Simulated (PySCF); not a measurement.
W(O)2(OH)2 (H2O4W), SMILES [O]=[W](=[O])([OH])[OH], multiplicity 1.

Geometry: PBE0-D3(BJ)/def2-SVP. A frequency run showed that this geometry is not a minimum. The multiplicity is an assumed one; no other spin state was optimised. The isomer is the one that the SMILES or the coordinates give; other isomers of the formula were not compared. The def2 effective core potentials stand for the cores of W; spin–orbit coupling is left out. The values are those of a single conformer.

These are PySCF with r2SCAN/def2-TZVP values and carry that method's errors.

Symmetry labels are those of the subgroup C2v that the program uses (full group C2v).

Computed valence orbital energies around the gap with their symmetry:
| orbital | symmetry | energy (eV) |
|---|---|---|
| HOMO−7 | B2 | -10.68 |
| HOMO−6 | A1 | -10.37 |
| HOMO−5 | B1 | -9.32 |
| HOMO−4 | A1 | -8.78 |
| HOMO−3 | B1 | -8.77 |
| HOMO−2 | B2 | -8.75 |
| HOMO−1 | A2 | -8.33 |
| HOMO | B2 | -7.55 |
| LUMO | A1 | -2.30 |
| LUMO+1 | A2 | -1.71 |
| LUMO+2 | B1 | -1.14 |
| LUMO+3 | A1 | -0.68 |
